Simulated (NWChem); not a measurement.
C₂H₆FNSi; SMILES C/N=C\[SiH2]F

```xyz
11

C      0.5707     2.2922     0.0000
N     -0.7515     1.6951     0.0000
C     -0.8626     0.4246     0.0000
Si     0.4766    -0.9295     0.0000
F     -0.3524    -2.3194     0.0000
H      0.6663     2.9378     0.8809
H      1.4113     1.5759     0.0000
H      0.6663     2.9378    -0.8809
H     -1.8929     0.0406     0.0000
H      1.3299    -0.8857     1.2161
H      1.3299    -0.8857    -1.2161
```
Atoms are numbered in this order, from 1.

Computed with NWChem. Structure relaxed at the B3LYP/6-31G* (spherical d) level.

For level LDA (Slater exchange, VWN5)/def2-SVP:

highest occupied level (eV): -5.59
orbital gap (eV): 3.39
dipole (D): 1.88

Question: Estimate the same quantities for level Hartree-Fock/def2-SVP.

Answer: The highest occupied level (eV) is -10.70 and the orbital gap (eV) is 13.68. The dipole (D) is 2.16.
